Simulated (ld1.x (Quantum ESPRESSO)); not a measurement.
**Before and after: TM potential for Sb (Z = 51)**

antimony (Sb), norm-conserving Troullier–Martins (Kleinman–Bylander form), made with ld1.x (Quantum ESPRESSO) 7.5 (PBEsol, scalar-relativistic). Core [Kr], reference 4d10 5s2 5p2 (charge +1). Waves: 5s (bound): rc 1.55 bohr; 5p (bound): rc 1.60 bohr; 4f channel at 0.45 Ry: rc 1.35 bohr; 4d (bound): rc 1.45 bohr. Local part: the d channel. Core correction: a·sin(br)/r model core inside 0.70 bohr.

All-electron outer shells of the reference configuration (PBEsol, scalar-relativistic, ld1.x):

```json
{"shell": "4p", "level (eV)": "-110.17", "outermost node (bohr)": "0.39", "outermost maximum (bohr)": "0.76"}
{"shell": "4d", "level (eV)": "-41.97", "outermost node (bohr)": "0.38", "outermost maximum (bohr)": "0.84"}
{"shell": "5s", "level (eV)": "-20.71", "outermost node (bohr)": "0.95", "outermost maximum (bohr)": "1.88"}
{"shell": "5p", "level (eV)": "-12.03", "outermost node (bohr)": "1.04", "outermost maximum (bohr)": "2.24"}
```

Change: all radii but the core radius scaled by about 1.25 (s 1.94, p 2.00, d 1.82, f 1.70 bohr).

Cutoffs: the cutoffs (Ry, on a coarse ladder) from which the occupation-weighted sum of valence levels, in a spherical-Bessel basis at the reference potential, stays within 10 and 1 mRy of its value at 400 Ry; they do not see the model core or the augmentation charge, which bear on the density cutoff. Errors are all-electron minus pseudo energies relative to the spin-unpolarised reference configuration.

Task: Predict the effect on cutoff, ghosts and configuration errors.

Result: The potential gets softer (100 Ry and 160 Ry → 80 Ry and 140 Ry); both files keep a bound ghost (p, s); of the 7 tests that both files solve, the error grows in 5 and shrinks in 0 by more than 15 % and 0.3 meV (median size 3.3 → 3.8 meV). A larger radius leaves more room for a smooth pseudo-wave, so fewer plane waves are needed. More of the atom is replaced by a form fitted at one configuration, so other configurations suffer.

```csv
quantity,base,changed
"cutoff, loose",100 Ry,80 Ry
"cutoff, tight",160 Ry,140 Ry
loose cutoff by channel (10 mRy a level),"s 30 Ry, p 45 Ry, d 80 Ry","s 18 Ry, p 8 Ry, d 60 Ry"
bound ghosts,"s, p","s, p"
"error for 4d10 5s2 5p3, meV [ΔE -8.34 eV]",-0.2,+1.3
"error for 4d10 5s2 5p1, meV [ΔE 16.01 eV]",-4.8,-4.2
"error for 4d10 5s2 5p0, meV [ΔE 40.46 eV]",-4.5,-8.9
"error for 4d10 5s2 5p2.5, meV [ΔE -5.07 eV]",+0.6,+1.1
"error for 4d10 5s2 5p3.3, meV [ΔE -9.51 eV]",-1.2,+1.2
"error for 4d9 5s2 5p4, meV [ΔE 22.70 eV]",-274,-343
"error for 4d10 5s1 5p3, meV [ΔE 8.76 eV]",-3.3,-3.8
```

 A true bound ghost makes a file unfit for plane-wave use even where its test errors are small: the radial tests pick states by their node count and pass the ghost by.
